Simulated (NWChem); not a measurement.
Species: C2H5F cation, doublet; SMILES of the neutral closed-shell parent C(F)C

```xyz
8

C      0.2609    -1.1874     0.0000
C     -0.4300     0.0968     0.0000
F      0.2832     1.2122     0.0000
H     -0.4368    -2.0450     0.0000
H      0.9932    -1.2665    -0.8578
H      0.9932    -1.2665     0.8578
H     -1.2885     0.2107     0.7844
H     -1.2885     0.2107    -0.7844
```
Atoms are numbered in this order, from 1.

Level: PBE-D3(BJ)/def2-SVP, spin-unrestricted (NWChem), optimised geometry, unscaled harmonic frequencies. In the optimisation the excess spin sits in a" (Cs, its own frame). This spin state was assumed; another may lie lower.

Task: List the harmonic frequencies with IR intensities, and the thermochemistry.

Result: 
```json
[
 {"frequency (cm⁻¹)": "156", "IR intensity (km/mol)": "32.9"},
 {"frequency (cm⁻¹)": "442", "IR intensity (km/mol)": "12.7"},
 {"frequency (cm⁻¹)": "508", "IR intensity (km/mol)": "31.9"},
 {"frequency (cm⁻¹)": "717", "IR intensity (km/mol)": "6.2"},
 {"frequency (cm⁻¹)": "881", "IR intensity (km/mol)": "234.6"},
 {"frequency (cm⁻¹)": "921", "IR intensity (km/mol)": "295.7"},
 {"frequency (cm⁻¹)": "988", "IR intensity (km/mol)": "1.0"},
 {"frequency (cm⁻¹)": "1047", "IR intensity (km/mol)": "36.6"},
 {"frequency (cm⁻¹)": "1133", "IR intensity (km/mol)": "69.4"},
 {"frequency (cm⁻¹)": "1160", "IR intensity (km/mol)": "29.3"},
 {"frequency (cm⁻¹)": "1190", "IR intensity (km/mol)": "77.1"},
 {"frequency (cm⁻¹)": "1348", "IR intensity (km/mol)": "11.6"},
 {"frequency (cm⁻¹)": "1387", "IR intensity (km/mol)": "75.0"},
 {"frequency (cm⁻¹)": "2341", "IR intensity (km/mol)": "109.9"},
 {"frequency (cm⁻¹)": "2565", "IR intensity (km/mol)": "149.2"},
 {"frequency (cm⁻¹)": "2797", "IR intensity (km/mol)": "82.4"},
 {"frequency (cm⁻¹)": "2828", "IR intensity (km/mol)": "249.2"},
 {"frequency (cm⁻¹)": "3111", "IR intensity (km/mol)": "23.7"}
]
```

```
Item                                                                                                 Result
-----------------------------------------------------------------------------------------  ----------------
zero-point energy                                                                             36.5 kcal/mol
thermal correction to the enthalpy at 298.15 K (with zero-point energy)                       39.8 kcal/mol
heat capacity Cv                                                                           13.9 cal/(mol K)
entropy at 298.15 K and 1 atm (symmetry number 1, electronic part: spin degeneracy alone)  66.1 cal/(mol K)
```

Rigid rotor and harmonic oscillator.
